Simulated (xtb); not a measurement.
C4H6O4Zn, charge +1, doublet, from a rough starting geometry (GFN-xTB shapes and energies of metal compounds can be far from the true ones) (a state made from the parent by changing its charge; the spin is typed, not shown lowest); GFN2-xTB (xtb).

The xtb input:
```
$ xtb mol.xyz --gfn 2 --chrg 1 --uhf 1 --opt vtight --json

# file mol.xyz
15

Zn    -0.00967199     0.04484286    -0.03896764
C      0.10974717     2.33438927    -2.91259226
C      0.07449512     1.37984999    -1.77549187
O     -0.48491797     0.29871669    -1.88261265
O      0.55598961     1.75197521    -0.66911780
H      0.97465399     2.96065556    -2.94610165
H      0.10986573     1.69467302    -3.89531334
H     -0.81587948     2.95160606    -2.94776558
C     -0.04289793    -2.23975578     2.98659465
C     -0.05828266    -1.36775664     1.76889902
O     -0.98276174    -0.57857508     1.57095169
O      0.90317601    -1.42713505     0.99430712
H      0.95764474    -2.50119670     3.32194483
H     -0.68872102    -1.87696352     3.76193145
H     -0.56182099    -3.24595079     2.68881067
```

Output, abridged:

```
   ID    Z sym.   atoms
    1   30 Zn     1
    2    6 C      2, 3, 9, 10
    3    8 O      4, 5, 11, 12
    4    1 H      6-8, 13-15

           -------------------------------------------------
          |                Calculation Setup                |
           -------------------------------------------------

           -------------------------------------------------
          |                 G F N 2 - x T B                 |
           -------------------------------------------------

          ...................................................
          :                      SETUP                      :
          :.................................................:
          :  # basis functions                  42          :
          :  # atomic orbitals                  42          :
          :  # shells                           24          :
          :  # electrons                        47          :
          :  max. iterations                   250          :
          :  Hamiltonian                  GFN2-xTB          :
          :  restarted?                      false          :
          :  GBSA solvation                  false          :
          :  PC potential                    false          :
          :  electronic temp.          300.0000000     K    :
          :  accuracy                    1.0000000          :
          :  -> integral cutoff          0.2500000E+02      :
          :  -> integral neglect         0.1000000E-07      :
          :  -> SCF convergence          0.1000000E-05 Eh   :
          :  -> wf. convergence          0.1000000E-03 e    :
          :  Broyden damping             0.4000000          :
          :  net charge                          1          :
          :  unpaired electrons                  1          :
          ...................................................

 iter      E             dE          RMSdq      gap      omega  full diag
   1    -27.9757858 -0.279758E+02  0.549E+00    4.40       0.0  T
   2    -28.1328786 -0.157093E+00  0.294E+00    5.18       1.0  T
   3    -28.1948356 -0.619570E-01  0.185E+00    4.94       1.0  T
   4    -28.2128575 -0.180219E-01  0.882E-01    5.35       1.0  T
   5    -28.2196032 -0.674571E-02  0.302E-01    5.33       1.0  T
   6    -28.2206534 -0.105016E-02  0.129E-01    5.36       1.0  T
   7    -28.2207270 -0.735760E-04  0.898E-02    5.36       1.0  T
   8    -28.2207803 -0.533265E-04  0.418E-02    5.36       1.0  T
   9    -28.2207975 -0.172258E-04  0.172E-02    5.36       1.5  T
  10    -28.2207996 -0.207011E-05  0.745E-03    5.35       3.5  T
  11    -28.2208006 -0.965492E-06  0.293E-03    5.36       8.8  T
  12    -28.2208006 -0.226703E-07  0.963E-04    5.36      26.8  T
  13    -28.2208006 -0.404290E-08  0.256E-04    5.36     101.0  T

   *** convergence criteria satisfied after 13 iterations ***

         :::::::::::::::::::::::::::::::::::::::::::::::::::::
         ::                     SUMMARY                     ::
         :::::::::::::::::::::::::::::::::::::::::::::::::::::
         :: total energy             -27.976766181496 Eh    ::
         :: gradient norm              0.109757270577 Eh/a0 ::
         :: HOMO-LUMO gap              5.357273208447 eV    ::
         ::.................................................::
         :: SCC energy               -28.220859160070 Eh    ::
         :: -> isotropic ES            0.224623520084 Eh    ::
         :: -> anisotropic ES         -0.007514717452 Eh    ::
         :: -> anisotropic XC          0.003222979905 Eh    ::
         :: -> dispersion             -0.008448550617 Eh    ::
         :: repulsion energy           0.244092978574 Eh    ::
         :: add. restraining           0.000000000000 Eh    ::
         :: total charge               1.000000000079 e     ::
         :::::::::::::::::::::::::::::::::::::::::::::::::::::

      -----------------------------------------------------------
     |                   =====================                   |
     |                        A N C O P T                        |
     |                   =====================                   |
     |               Approximate Normal Coordinate               |
     |                Rational Function Optimizer                |
      -----------------------------------------------------------
      -----------------------------------------------------------
     |                   =====================                   |
     |                        A N C O P T                        |
     |                   =====================                   |
     |               Approximate Normal Coordinate               |
     |                Rational Function Optimizer                |
      -----------------------------------------------------------

          ...................................................
          :                      SETUP                      :
          :.................................................:
          :   optimization level         verytight          :
          :   max. optcycles                   300          :
          :   ANC micro-cycles                  20          :
          :   degrees of freedom                39          :
          :.................................................:
          :   RF solver                   davidson          :
          :   write xtbopt.log                true          :
          :   linear?                        false          :
          :   energy convergence         0.1000000E-06 Eh   :
          :   grad. convergence          0.2000000E-03 Eh/α :
          :   maxmium RF displ.          1.0000000          :
          :   Hlow (freq-cutoff)         0.1000000E-01      :
          :   Hmax (freq-cutoff)         5.0000000          :
          :   S6 in model hess.         20.0000000          :
          ...................................................

generating ANC from exact Hessian ...
Using Lindh-Hessian (1995)
[...]
 * total energy  :   -27.9889786 Eh     change       -0.2134453E-02 Eh
 * total energy  :   -27.9893354 Eh     change       -0.3568508E-03 Eh
 * total energy  :   -27.9895602 Eh     change       -0.2247857E-03 Eh
 * total energy  :   -27.9896630 Eh     change       -0.1028203E-03 Eh
 * total energy  :   -27.9897246 Eh     change       -0.6160663E-04 Eh
 * total energy  :   -27.9897583 Eh     change       -0.3364829E-04 Eh
 * total energy  :   -27.9897697 Eh     change       -0.1145342E-04 Eh
 * total energy  :   -27.9897724 Eh     change       -0.2697827E-05 Eh
 * total energy  :   -27.9897731 Eh     change       -0.6740610E-06 Eh
 * total energy  :   -27.9897734 Eh     change       -0.2919733E-06 Eh
 * total energy  :   -27.9897736 Eh     change       -0.1808007E-06 Eh
 * total energy  :   -27.9897737 Eh     change       -0.7972093E-07 Eh
   *** GEOMETRY OPTIMIZATION CONVERGED AFTER 14 ITERATIONS ***
         :: total energy             -27.989773651415 Eh    ::
[...]
         :::::::::::::::::::::::::::::::::::::::::::::::::::::

           -------------------------------------------------
          |                Property Printout                |
           -------------------------------------------------

    * Orbital Energies and Occupations

         #    Occupation            Energy/Eh            Energy/eV
      -------------------------------------------------------------
         1        2.0000           -0.9616215             -26.1671
       ...           ...                  ...                  ...
        12        2.0000           -0.7772297             -21.1495
        13        2.0000           -0.7736953             -21.0533
        14        2.0000           -0.7515579             -20.4509
        15        2.0000           -0.6921021             -18.8331
        16        2.0000           -0.6832014             -18.5909
        17        2.0000           -0.6830288             -18.5862
        18        2.0000           -0.6759044             -18.3923
        19        2.0000           -0.6758966             -18.3921
        20        2.0000           -0.6731279             -18.3167
        21        2.0000           -0.6730750             -18.3153
        22        2.0000           -0.6576383             -17.8952
        23        2.0000           -0.6576306             -17.8950
        24        1.0000           -0.6355744             -17.2949 (HOMO)
        25                         -0.4564131             -12.4196 (LUMO)
        26                         -0.4377866             -11.9128
        27                         -0.4377793             -11.9126
        28                         -0.1465330              -3.9874
        29                         -0.1464111              -3.9840
        30                         -0.0969670              -2.6386
        31                         -0.0870731              -2.3694
        32                         -0.0366767              -0.9980
        33                         -0.0331913              -0.9032
        34                          0.0234856               0.6391
        35                          0.0235853               0.6418
       ...                                ...                  ...
        42                          0.6427355              17.4897
      -------------------------------------------------------------
                  HL-Gap            0.1791613 Eh            4.8752 eV
             Fermi-level           -0.5961345 Eh          -16.2216 eV

     #   Z          covCN         q      C6AA      α(0)
     1  30 Zn       4.084     0.418   120.013    21.400
     2   6 C        3.750    -0.122    22.909     6.826
     3   6 C        3.371     0.412    17.754     6.587
     4   8 O        1.535    -0.240    18.075     5.735
     5   8 O        1.536    -0.240    18.071     5.734
     6   1 H        0.925     0.157     1.346     1.814
     7   1 H        0.925     0.157     1.348     1.815
     8   1 H        0.924     0.168     1.277     1.767
     9   6 C        3.750    -0.122    22.909     6.826
    10   6 C        3.371     0.412    17.753     6.587
    11   8 O        1.535    -0.240    18.067     5.734
    12   8 O        1.536    -0.241    18.079     5.736
    13   1 H        0.925     0.157     1.342     1.812
    14   1 H        0.925     0.156     1.351     1.818
    15   1 H        0.924     0.168     1.277     1.767

 Mol. C6AA /au·bohr⁶  :       2747.630112
 Mol. C8AA /au·bohr⁸  :      84649.165234
 Mol. α(0) /au        :         81.958832

Wiberg/Mayer (AO) data.
largest (>0.10) Wiberg bond orders for each atom

 ---------------------------------------------------------------------------
     #   Z sym  total        # sym  WBO       # sym  WBO       # sym  WBO
 ---------------------------------------------------------------------------
     1  30 Zn   1.916 --     5 O    0.429    12 O    0.429    11 O    0.428
                             4 O    0.428
     2   6 C    3.781 --     7 H    0.950     6 H    0.950     8 H    0.913
                             3 C    0.828
     3   6 C    3.894 --     4 O    1.482     5 O    1.482     2 C    0.828
     4   8 O    2.385 --     3 C    1.482     1 Zn   0.428     5 O    0.330
     5   8 O    2.386 --     3 C    1.482     1 Zn   0.429     4 O    0.330
     6   1 H    0.971 --     2 C    0.950
     7   1 H    0.971 --     2 C    0.950
     8   1 H    0.965 --     2 C    0.913
     9   6 C    3.781 --    14 H    0.952    13 H    0.948    15 H    0.913
                            10 C    0.828
    10   6 C    3.894 --    12 O    1.482    11 O    1.482     9 C    0.828
    11   8 O    2.385 --    10 C    1.482     1 Zn   0.428    12 O    0.330
    12   8 O    2.386 --    10 C    1.482     1 Zn   0.429    11 O    0.330
    13   1 H    0.970 --     9 C    0.948
    14   1 H    0.971 --     9 C    0.952
    15   1 H    0.965 --     9 C    0.913
 ---------------------------------------------------------------------------

Topologies differ in total number of bonds
Writing topology from bond orders to xtbtopo.mol

molecular dipole:
                 x           y           z       tot (Debye)
 q only:       -0.036       0.009      -0.009
   full:       -0.055       0.007      -0.011       0.144
molecular quadrupole (traceless):
                xx          xy          yy          xz          yz          zz
 q only:      -25.699       0.997       3.818      -1.263     -37.518      21.881
  q+dip:      -23.881       0.863       3.811      -1.080     -34.927      20.069
   full:      -24.160       0.865       3.868      -1.081     -35.339      20.292

optimized geometry written to: xtbopt.xyz

           -------------------------------------------------
          | TOTAL ENERGY              -27.989773651415 Eh   |
          | GRADIENT NORM               0.000111316524 Eh/α |
          | HOMO-LUMO GAP               4.875228338781 eV   |
           -------------------------------------------------
```
